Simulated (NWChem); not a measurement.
System meant: SiH₂IF; SMILES F[SiH2]I

Input file for NWChem:

```
start job
memory heap 200 mb stack 900 mb global 1100 mb
geometry units angstroms noautoz
  Si    -0.523177     1.491124     0.000000
  F      0.835419     2.371138     0.000000
  I      0.053389    -0.869419     0.000000
  H     -1.279783     1.798465     1.238742
  H     -1.279783     1.798465    -1.238742
end
basis spherical
  Si library def2-svp
  F library def2-svp
  I library def2-svp
  H library def2-svp
end
dft
  xc pbe0
  iterations 150
  mulliken
end
task dft energy
```

End of the output:

```
             Grid Information
             ----------------
          Grid used for XC integration:  medium
          Radial quadrature: Mura-Knowles
          Angular quadrature: Lebedev.
          Tag              B.-S. Rad. Rad. Pts. Rad. Cut. Ang. Pts.
          ---              ---------- --------- --------- ---------
          Si                  1.10       88           9.0       590
          F                   0.50       49          10.0       434
          I                   1.40      123          10.0       590
          H                   0.35       45          10.0       434
          Grid pruning is: on
          Number of quadrature shells:   305
          Spatial weights used:  Erf1

          Convergence Information
          -----------------------
          Convergence aids based upon iterative change in
          total energy or number of iterations.
          Levelshifting, if invoked, occurs when the
          HOMO/LUMO gap drops below (HL_TOL):  1.00D-02
          DIIS, if invoked, will attempt to extrapolate
          using up to (NFOCK): 10 stored Fock matrices.

                    Damping( 0%)  Levelshifting(0.5)       DIIS
                  --------------- ------------------- ---------------
          dE  on:    start            ASAP                start
          dE off:    2 iters        150 iters           150 iters

      Screening Tolerance Information
      -------------------------------
          Density screening/tol_rho:  1.00D-10
          AO Gaussian exp screening on grid/accAOfunc:  14
          CD Gaussian exp screening on grid/accCDfunc:  20
          XC Gaussian exp screening on grid/accXCfunc:  20
          Schwarz screening/accCoul:  1.00D-08

      Superposition of Atomic Density Guess
      -------------------------------------

      charge =      53.0 I (Iodine)

      symmetry species            s     p     d     f
      number of basis functions =10     7     6
      number of cont. functions = 4     4     2
      number of closed shells   = 5     3     2
      number of open shells     = 0     1     0
      open shell occupation     = 0     5     0
 ------------------------------------------------------------------------
 atomscf:atomd: error in atom scf                   0
 ------------------------------------------------------------------------
 ------------------------------------------------------------------------
  current input line :
    21: task dft energy
 ------------------------------------------------------------------------
 ------------------------------------------------------------------------
 This error has not yet been assigned to a category
 ------------------------------------------------------------------------
 For more information see the NWChem manual at https://nwchemgit.github.io

0:atomscf:atomd: error in atom scf:Received an Error in Communication
```

Problem. Find the fault in this run and fix the input.

Solution. The program stopped with an error. Cause: the def2 basis of a heavy element holds valence functions alone and wants its effective core potential (without it all electrons must fit into that basis). This input runs:
```
start job
memory heap 200 mb stack 900 mb global 1100 mb
geometry units angstroms noautoz
  Si    -0.523177     1.491124     0.000000
  F      0.835419     2.371138     0.000000
  I      0.053389    -0.869419     0.000000
  H     -1.279783     1.798465     1.238742
  H     -1.279783     1.798465    -1.238742
end
basis spherical
  Si library def2-svp
  F library def2-svp
  I library def2-svp
  H library def2-svp
end
ecp
  I library def2-ecp
end
dft
  xc pbe0
  iterations 150
  mulliken
end
task dft energy
```
It converges to -687.94676 Ha (PBE0/def2-SVP with def2 effective core potentials on I).
